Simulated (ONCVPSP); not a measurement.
## What one change does to a pseudopotential (nickel, ONCV)

```json
{"Element": "nickel (Ni)", "Generator": "ONCVPSP 4.0.1", "Type": "optimised norm-conserving Vanderbilt (ONCV)", "Functional": "PBE", "Relativity": "non-relativistic", "Frozen core": "[Ne]", "Valence charge": "18", "Reference configuration": "3s2 3p6 3d8 4s2", "Partial waves": "3s+4s: rc 1.30 bohr, ncon 4, nbas 7, qcut 8.2 1/bohr, 3 projectors, debl 2.3 Ha; 3p: rc 0.90 bohr, ncon 3, nbas 6, qcut 14 1/bohr, 2 projectors, debl 0.8 Ha; 3d: rc 0.75 bohr, ncon 5, nbas 10, qcut 12.2 1/bohr, 2 projectors, debl 1.4 Ha", "Local potential": "polynomial inside 0.50 bohr (lpopt 5, dvloc0 1 Ha)", "Core correction": "Teter function, fcfact 4, rcfact 1.55"}
```

In the p channel the program set the typed energies aside and used -2.599, 0.250 Ha.

All-electron outer shells of the reference configuration (PBE, non-relativistic, ld1.x):

```csv
shell,level (eV),outermost node (bohr),outermost maximum (bohr)
2p,-840.49,–,0.17
3s,-108.05,0.30,0.65
3p,-70.71,0.27,0.65
3d,-9.22,–,0.63
4s,-5.52,0.93,2.27
```

Change: s: qcut 8; p: qcut 13.6; d: qcut 11.8.

Cutoffs: the cutoffs (Ha) at which the residual kinetic energy of the hardest occupied pseudo-wave falls to 1 and 0.1 mHa per electron; they do not see the model core or the augmentation charge, which bear on the density cutoff. Errors are all-electron minus pseudo energies relative to the spin-unpolarised reference configuration.

**Question.** How do hardness, ghosts and transferability respond?

**Answer.** The potential gets neither clearly harder nor softer (634 Ha and 704 Ha → 644 Ha and 709 Ha); the d channel sets the loose cutoff, while the largest relative change is in p, which becomes softer; the errors of the 4 common tests hardly move; neither file shows a bound ghost.

```tsv
quantity	base	changed
cutoff, loose	634 Ha	644 Ha
cutoff, tight	704 Ha	709 Ha
loose cutoff by channel	s 23 Ha, p 50 Ha, d 634 Ha	s 22 Ha, p 39 Ha, d 644 Ha
bound ghosts	none	none
GHOST(+) flags under 300 eV	none	none
error for 3s2 3p6 3d8 4s1, meV [ΔE 9.15 eV]	+0.3	+0.3
error for 3s2 3p6 3d8 4s0, meV [ΔE 26.22 eV]	+1.6	+1.5
error for 3s2 3p6 3d7 4s0, meV [ΔE 63.94 eV]	-2.4	-2.4
error for 3s2 3p6 3d8 4s0 4p2, meV [ΔE 9.15 eV]	+0.1	+0.1
s: phases at 1.32 bohr within 0.05 rad from the reference energy up to (Ha; the scan ends near 5)	to the end of the scan	to the end of the scan
p: phases at 0.92 bohr within 0.05 rad from the reference energy up to (Ha; the scan ends near 5)	to the end of the scan	to the end of the scan
d: phases at 0.76 bohr within 0.05 rad from the reference energy up to (Ha; the scan ends near 5)	to the end of the scan	to the end of the scan
rms error of d²Exc/dni dnj with the model core, mHa	1.93	1.95
```
